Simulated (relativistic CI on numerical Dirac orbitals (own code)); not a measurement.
**Sensitivity of the levels of Mo²¹⁺ to α and to the nuclear radius**

Computed by Dirac-Coulomb-Breit CI, KLI orbitals optimised for each configuration, derivatives by finite differences, unscaled Slater integrals, QED left out (own radial code, finite nucleus).

Configurations in the expansion (outside the closed core [Ne]): 3s2.3p6.3d3, 3s2.3p5.3d4, 3s.3p6.3d4, 3p6.3d5, 3s2.3p6.3d2.4s, 3s2.3p6.3d2.4p, 3s2.3p6.3d2.4d, 3s2.3p6.3d2.4f. Levels of other configurations are missing.

With x = (α/α₀)² − 1 an excitation energy changes as ω = ω₀ + qx; K = 2q/ω₀ is the relative enhancement. Terms are leading LS components, so labels can repeat. The field-shift factor is F = δν/δ⟨r²⟩ for the transition from the lowest level.

Lowest level 3s2.3p6.3d3 4F_3/2.

```csv
Level,ω₀ (cm⁻¹),q (cm⁻¹),F (GHz/fm²)
3s2.3p6.3d3 4F_5/2,16437,21430,0.124
3s2.3p6.3d3 4F_7/2,32048,35380,0.209
3s2.3p6.3d3 4F_9/2,45106,40690,0.247
3s2.3p6.3d3 4P_3/2,62581,8977,0.04
3s2.3p6.3d3 4P_1/2,68809,18950,0.0792
3s2.3p6.3d3 2G_7/2,83120,35470,0.241
3s2.3p6.3d3 2H_9/2,86782,35000,0.283
3s2.3p6.3d3 4P_5/2,91574,42950,0.206
3s2.3p6.3d3 2D_3/2,103665,44490,0.233
3s2.3p6.3d3 2P_1/2,111197,47530,0.306
3s2.3p6.3d3 2H_11/2,118706,48160,0.41
3s2.3p6.3d3 2D_5/2,127441,55700,0.274
3s2.3p6.3d3 2G_9/2,127945,71220,0.489
3s2.3p6.3d3 2P_3/2,146263,78390,0.482
3s2.3p6.3d3 2F_7/2,164182,43630,0.306
3s2.3p6.3d3 2F_5/2,165891,38860,0.28
3s2.3p6.3d3 2D_5/2,249085,58520,0.51
3s2.3p6.3d3 2D_3/2,250241,52430,0.449
3s2.3p5.3d4 6D°_5/2,984754,61640,1.71
3s2.3p5.3d4 6D°_7/2,985332,68720,1.83
3s2.3p5.3d4 6D°_3/2,989531,57340,1.56
3s2.3p5.3d4 6D°_9/2,991347,77230,1.9
3s2.3p5.3d4 6D°_1/2,1003568,79000,1.41
```

At this charge energies of transitions that change n are usually good to better than 1 %, and those within a shell (Δn = 0) to a few per cent. Terms inside the open d or f shell come out 10 to 20 % too wide with unscaled integrals.

Q: Which transition from the lowest level has the largest |K|?

A: 3s2.3p6.3d3 4F_5/2 at 16437 cm⁻¹, K = 2.61.
